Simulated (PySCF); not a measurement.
# Spectroscopy problems

Relativity neglected, rapidly exchanging positions averaged, single conformer, in vacuum. Shielding tensors at PBE0/pcSseg-1 (GIAO); structure optimised with GFN2-xTB; PySCF.

Scale: TMS for 1H (31.72 ppm), 13C (186.93 ppm) (reference shieldings calculated alike). Splittings of carbon signals by F and P are missing where no couplings were computed. Where no couplings were computed, multiplicities follow the n + 1 count of equivalent neighbours, and m marks all less simple cases (inequivalent or close neighbours, rings, F or P nearby). Shifts are as computed. Against solution values, carbons near 30 ppm lie about +3 ppm off and those near 130 ppm about +5 ppm (rms about the fit 2.1 ppm; single classes can miss by 10 ppm). Of 1328 compounds with measured shifts, 309 miss one by over three times the rms of a fit or turn the order of signals round; such compounds aren't used in these exercises. Signals without a measured value on file couldn't be tested in this way; 1H shifts scatter by 0.2 ppm about their fit, and single ones miss by 0.5 ppm.

(1) C7H5F3. 1H NMR (300 MHz, computed): δ 8.21 (m, 1H), 7.79 (m, 1H), 7.60 (m, 1H), 7.44 (m, 1H), 7.41 (m, 1H). 13C{1H} NMR (computed): δ 169.9, 138.0, 135.5, 130.2, 130.1, 121.2, 115.2. Give a structure.

(2) C7H5F3. 1H NMR (500 MHz, computed): δ 7.08 (m, 1H), 6.89 (m, 1H), 6.83 (m, 1H), 3.28 (m, 2H). 13C{1H} NMR (computed): δ 168.5 (C), 143.5 (CH), 140.7 (C), 140.4 (CH), 138.8 (C), 138.2 (CH), 44.6 (CH2). Identify the compound.

Results:

(1) `C1(C(F)F)=CC=CC=C1F`. The formula gives 4 degrees of unsaturation (1 ring in the answer). 7 carbon signals for 7 carbons: no two carbons are equivalent. Carbon types of the structure: 2 × C, 5 × CH, which accounts for all hydrogens. δC 169.9: aromatic carbon bearing fluorine; the electronegative substituent deshields the carbon that carries it. δC 138.0, 135.5, 130.1, 121.2: aromatic CH. δC 130.2: substituted aromatic carbon. δC 115.2: sp3 CH bonded to 2 F, on an aromatic ring; 2 electronegative neighbours deshield it.

The data come from this structure; uniqueness wasn't tested.

(2) `FC(F)=C(F)C1=CC=CC1`. Rings plus π bonds: 4 (1 ring in the answer). 7 carbon signals for 7 carbons: no two carbons are equivalent. Carbon types of the structure: 3 × C, 3 × CH, 1 × CH2, which accounts for all hydrogens. δC 168.5, 140.7, 138.8: fully substituted alkene carbon. δC 143.5, 140.4, 138.2: alkene CH; the olefinic region. δC 44.6: allylic sp3 CH2; saturated and bonded to C and H only. δH 7.08, 6.89, 6.83: hydrogen on an alkene CH; olefinic region.

This is the structure that produced the data.
